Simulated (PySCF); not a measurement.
C3H6O2Si, SMILES O1C(OC1=C)[SiH3].

Geometry: PBE0-D3(BJ)/def2-SVP. This is a generated structure with no PubChem entry under its InChIKey; it may be hypothetical.

Calculation: PySCF 2.14.0 with TDA-PBE/def2-SVPD.

Vertical excitations. Isolated molecule, no solvent. State labels are in the subgroup Cs.

Computed excitation energies, oscillator strengths and character:
| state | symmetry | energy (eV) | λ (nm) | f | main pairs |
|---|---|---|---|---|---|
| S1 | A" | 4.52 | 274 | 0.001 | HOMO→LUMO 100 % |
| S2 | A' | 4.58 | 271 | 0.022 | HOMO→LUMO+1 99 % |
| S3 | A' | 5.14 | 241 | 0.003 | HOMO→LUMO+2 54 %, HOMO→LUMO+3 44 % |
| S4 | A' | 5.29 | 234 | 0.074 | HOMO→LUMO+3 44 %, HOMO→LUMO+2 27 %, HOMO→LUMO+4 27 % |
| S5 | A" | 5.86 | 211 | 0.000 | HOMO→LUMO+5 100 % |
| S6 | A' | 5.87 | 211 | 0.024 | HOMO→LUMO+6 98 % |
| S7 | A' | 6.11 | 203 | 0.025 | HOMO→LUMO+7 98 % |
| S8 | A' | 6.82 | 182 | 0.008 | HOMO→LUMO+8 99 % |
| S9 | A' | 6.93 | 179 | 0.530 | HOMO→LUMO+4 53 %, HOMO→LUMO+2 13 %, HOMO→LUMO+3 8 % |
| S10 | A" | 7.10 | 175 | 0.001 | HOMO→LUMO+9 100 % |
| T1 | A" | 4.31 | 287 | 0 | HOMO→LUMO 100 % |
| T2 | A' | 4.47 | 277 | 0 | HOMO→LUMO+1 85 % |
| T3 | A' | 4.56 | 272 | 0 | HOMO→LUMO+2 37 %, HOMO→LUMO+4 30 %, HOMO→LUMO+3 16 %, HOMO→LUMO+1 14 % |
| T4 | A' | 5.07 | 245 | 0 | HOMO→LUMO+3 49 %, HOMO→LUMO+2 46 % |
Triplets are in the Tamm–Dancoff approximation.
